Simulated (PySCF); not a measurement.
Mapped SMILES: `[F:1][C:2]([F:3])([F:4])[S:5][B:6]1[NH:7][CH2:8][CH2:9][NH:10]1` (H(Xn): hydrogen on atom n).

Geometry: PBE0-D3(BJ)/def2-SVP; GIAO absolute shieldings from PySCF 2.14.0 with density-fitted response routines, gas phase, non-relativistic, averaged over equivalent atoms.

At KT2/pcSseg-1 (207 basis functions, 110 s wall time on 1 thread of an Intel Xeon, shared host):
```csv
atoms,σ (ppm)
F1/F3/F4,198.4
C2,43.8
C8/C9,134.8
S5,478.8
B6,77.7
N7/N10,188.9
H(C8)/H(C9),27.49
H(N7)/H(N10),29.05
```

What do these become at PBE0/pcSseg-1?

Answers


```
       atoms  σ at PBE0/pcSseg-1  change
    F1/F3/F4               219.4   +21.0
          C2                44.8    +1.0
       C8/C9               137.4    +2.6
          S5               469.6    -9.2
          B6                73.6    -4.1
      N7/N10               190.4    +1.5
 H(C8)/H(C9)               27.69   +0.20
H(N7)/H(N10)               29.13   +0.08
```

The largest change is at F1/F3/F4 (fluorine of an SCF3 group). Cost: 207 basis functions, 91 s wall time on 1 thread of an Intel Xeon, shared host.
